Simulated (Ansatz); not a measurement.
Species: trifluoromethylboronic acid, CH₂BF₃O₂, net charge 0, singlet state. SMILES: OB(O)C(F)(F)F
Structure (B3LYP-D3(BJ)/def2-TZVP (Ansatz, a program for electronic structure) minimum search):
```xyz
9

O     -1.1700     1.4440    -0.7618
B     -0.9302     0.3113    -0.0721
O     -1.9169    -0.4040     0.5180
C      0.6099    -0.1762     0.0295
F      0.7095    -1.3318     0.7528
F      1.4023     0.7288     0.6424
F      1.1549    -0.4325    -1.1788
H     -2.1014     1.6924    -0.7937
H     -1.6116    -1.1929     0.9796
```

Computed values are from Ansatz. Cores are frozen in the correlated levels unless marked. UHF or UKS for open shells. No spin-orbit coupling. No relativistic terms. Basis-set limits of correlation are two-point, X^-3; Hartree-Fock from the larger set.

Q: What is the T1 diagnostic at CCSD/aug-cc-pVQZ?

A: 0.013.

Q: What is the total energy at CCSD(T)/CBS(aug-cc-pVTZ,aug-cc-pVQZ)?

A: -513.8774 Eh.

Q: What is the dipole moment at CCSD(T)/aug-cc-pVDZ?

A: 2.68 D.

Q: What is the atomisation energy De at CCSD(T)/CBS(aug-cc-pVTZ,aug-cc-pVQZ)?

A: 929.0 kcal/mol.
